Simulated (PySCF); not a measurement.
## How methods differ on the ionisation energy of Sn(2+)

Sn(2+) [Kr] 4d10 5s2 (1S) → Sn(3+) [Kr] 4d10 5s1 (2S), as a difference of total energies. All numbers are calculated (PySCF 2.14, scalar relativity through the core potential, in def2-SVP with the def2 core potential (28 electrons)). Correlated levels: valence: 4s2 4p6 4d10 frozen. The calculations carry no spin-orbit coupling.

| method | ionisation energy (eV) |
| --- | --- |
| UHF | 28.557 |
| LDA | 31.296 |
| r2SCAN | 30.495 |
| MP2 (valence) | 29.151 |
| SCS-MP2 (valence) | 29.269 |
| CCSD (valence) | 29.439 |

Errors of the correlated levels include the incompleteness of this basis and the frozen core.

With two correlated electrons CCSD is exact in that space.

Task: Which method comes closest to the reference value, and which is furthest?

Result: The reference is 30.506 eV (measured; NIST Atomic Spectra Database, ionization energies). Closest: r2SCAN (error -0.011 eV); furthest: UHF (error -1.949 eV).
